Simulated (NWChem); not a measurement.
System: C2H5FOSi; SMILES C=CO[SiH2]F

Here is an NWChem input.

```
start job
memory heap 200 mb stack 900 mb global 1100 mb
geometry units angstroms noautosym
  C      0.455235    -2.707483     0.018187
  C     -0.277588    -1.595839    -0.085499
  O      0.270845    -0.358484     0.056216
  Si    -0.462552     1.128406     0.032591
  F      0.742696     2.197876    -0.049349
  H      1.546416    -2.662063     0.227777
  H     -0.037443    -3.680102    -0.109713
  H     -1.375521    -1.639539    -0.300000
  H     -1.319501     1.265309    -1.176902
  H     -1.210364     1.377146     1.293632
end
basis spherical
  * library def2-svp
end
dft
  xc pbe0
  grid fine
  iterations 150
end
driver
  maxiter 120
  tight
end
task dft optimize
task dft freq
```

Output (shortened):

```
             Northwest Computational Chemistry Package (NWChem) 7.3.0
             --------------------------------------------------------

                             Geometry "geometry" -> ""
                             -------------------------

 Output coordinates in angstroms (scale by  1.889725989 to convert to a.u.)

  No.       Tag          Charge          X              Y              Z
 ---- ---------------- ---------- -------------- -------------- --------------
    1 C                    6.0000     0.43346906    -2.73980623     0.01833735
    2 C                    6.0000    -0.29935394    -1.62816223    -0.08534865
    3 O                    8.0000     0.24907906    -0.39080723     0.05636635
    4 Si                  14.0000    -0.48431794     1.09608277     0.03274135
    5 F                    9.0000     0.72093006     2.16555277    -0.04919865
    6 H                    1.0000     1.52465006    -2.69438623     0.22792735
    7 H                    1.0000    -0.05920894    -3.71242523    -0.10956265
    8 H                    1.0000    -1.39728694    -1.67186223    -0.29984965
    9 H                    1.0000    -1.34126694     1.23298577    -1.17675165
   10 H                    1.0000    -1.23212994     1.34482277     1.29378235

 Effective nuclear repulsion energy (a.u.)     224.5535981586

                                Z-matrix (autoz)
                                --------

 Units are Angstrom for bonds and degrees for angles

      Type          Name      I     J     K     L     M      Value
      ----------- --------  ----- ----- ----- ----- ----- ----------
    1 Stretch                  1     2                       1.33549
    2 Stretch                  1     6                       1.11206
    3 Stretch                  1     7                       1.09776
    4 Stretch                  2     3                       1.36085
    5 Stretch                  2     8                       1.11954
    6 Stretch                  3     4                       1.65809
    7 Stretch                  4     5                       1.61341
    8 Stretch                  4     9                       1.48862
    9 Stretch                  4    10                       1.48705
   10 Bend                     1     2     3               121.84493
   11 Bend                     1     2     8               121.36727
   12 Bend                     2     1     6               121.26955
   13 Bend                     2     1     7               118.82788
   14 Bend                     2     3     4               129.46672
   15 Bend                     3     2     8               116.78686
   16 Bend                     3     4     5               105.35073
   17 Bend                     3     4     9               110.40620
   18 Bend                     3     4    10               111.12161
   19 Bend                     5     4     9               109.13585
   20 Bend                     5     4    10               107.92987
   21 Bend                     6     1     7               119.90243
   22 Bend                     9     4    10               112.58980
   23 Torsion                  1     2     3     4        -176.98509
   24 Torsion                  2     3     4     5        -168.77293
   25 Torsion                  2     3     4     9         -51.07399
   26 Torsion                  2     3     4    10          74.59355
   27 Torsion                  3     2     1     6           0.14828
   28 Torsion                  3     2     1     7        -179.71342
   29 Torsion                  4     3     2     8           3.36382
   30 Torsion                  6     1     2     8         179.78350
   31 Torsion                  7     1     2     8          -0.07819

                           NWChem Geometry Optimization
                           ----------------------------

 maximum gradient threshold         (gmax) =   0.000015
 rms gradient threshold             (grms) =   0.000010
 maximum cartesian step threshold   (xmax) =   0.000060
 rms cartesian step threshold       (xrms) =   0.000040
 fixed trust radius                (trust) =   0.300000
 source of zmatrix                         =   autoz

          -------------------
          Energy Minimization
          -------------------

 Using diagonal initial Hessian
 Scaling for Hessian diagonals: bonds = 1.00  angles = 0.25  torsions = 0.10

          --------
          Step   0

                                 NWChem DFT Module
                                 -----------------

 Summary of "ao basis" -> "ao basis" (spherical)
 ------------------------------------------------------------------------------
       Tag                 Description            Shells   Functions and Types
 ---------------- ------------------------------  ------  ---------------------
 C                          def2-svp                 6       14   3s2p1d
 O                          def2-svp                 6       14   3s2p1d
 Si                         def2-svp                 8       18   4s3p1d
 F                          def2-svp                 6       14   3s2p1d
 H                          def2-svp                 3        5   2s1p

[...]

      ----------------------
      Optimization converged
      ----------------------

  Step       Energy      Delta E   Gmax     Grms     Xrms     Xmax
  ---- ---------------- -------- -------- -------- -------- --------
@   40    -543.16082408  1.4D-09  0.00001  0.00000  0.00001  0.00001
                                     ok       ok       ok       ok

                                Z-matrix (autoz)
                                --------

 Units are Angstrom for bonds and degrees for angles

[...]

 Rotational Constants
 --------------------
 A=   0.406651 cm-1  (  0.585067 K)
 B=   0.065131 cm-1  (  0.093707 K)
 C=   0.060704 cm-1  (  0.087338 K)

 Temperature                      =   298.15K
 frequency scaling parameter      =   1.0000

 Zero-Point correction to Energy  =   42.475 kcal/mol  (  0.067688 au)
 Thermal correction to Energy     =   46.497 kcal/mol  (  0.074098 au)
 Thermal correction to Enthalpy   =   47.089 kcal/mol  (  0.075042 au)

 Total Entropy                    =   80.710 cal/mol-K
   - Translational                =   39.452 cal/mol-K (mol. weight =  92.0094)
   - Rotational                   =   26.397 cal/mol-K (symmetry #  =        1)
   - Vibrational                  =   14.861 cal/mol-K

 Cv (constant volume heat capacity) =   20.902 cal/mol-K
   - Translational                  =    2.979 cal/mol-K
   - Rotational                     =    2.979 cal/mol-K
   - Vibrational                    =   14.943 cal/mol-K

[normal modes left out]

 ----------------------------------------------------------------------------
 Normal Eigenvalue ||           Projected Infra Red Intensities
  Mode   [cm**-1]  || [atomic units] [(debye/angs)**2] [(KM/mol)] [arbitrary]
 ------ ---------- || -------------- ----------------- ---------- -----------
    1       -0.000 ||    0.000195           0.005         0.190       0.033
    2        0.000 ||    0.000005           0.000         0.004       0.001
    3        0.000 ||    0.001038           0.024         1.012       0.175
    4        0.000 ||    0.000045           0.001         0.043       0.008
    5        0.000 ||    0.000141           0.003         0.137       0.024
    6        0.000 ||    0.000998           0.023         0.973       0.168
    7       59.271 ||    0.000298           0.007         0.290       0.050
    8       78.531 ||    0.002901           0.067         2.828       0.490
    9      172.059 ||    0.001878           0.043         1.831       0.317
   10      303.240 ||    0.021853           0.504        21.304       3.689
   11      445.156 ||    0.008512           0.196         8.298       1.437
   12      693.218 ||    0.095127           2.195        92.735      16.058
   13      724.995 ||    0.003796           0.088         3.700       0.641
   14      757.427 ||    0.020997           0.484        20.469       3.544
   15      781.090 ||    0.026749           0.617        26.076       4.515
   16      879.210 ||    0.044160           1.019        43.049       7.454
   17      884.406 ||    0.033353           0.769        32.514       5.630
   18      942.507 ||    0.243914           5.627       237.779      41.173
   19      974.283 ||    0.191523           4.419       186.706      32.329
   20      984.902 ||    0.079102           1.825        77.113      13.353
   21     1055.964 ||    0.154985           3.576       151.087      26.162
   22     1239.270 ||    0.351566           8.111       342.724      59.345
   23     1341.145 ||    0.028912           0.667        28.185       4.880
   24     1408.190 ||    0.024840           0.573        24.215       4.193
   25     1749.218 ||    0.210726           4.862       205.426      35.571
   26     2277.061 ||    0.102047           2.354        99.480      17.226
   27     2327.801 ||    0.110054           2.539       107.286      18.577
   28     3150.705 ||    0.015984           0.369        15.582       2.698
   29     3193.068 ||    0.000883           0.020         0.861       0.149
   30     3303.191 ||    0.000648           0.015         0.632       0.109
 ----------------------------------------------------------------------------
```

Level: PBE0/def2-SVP.
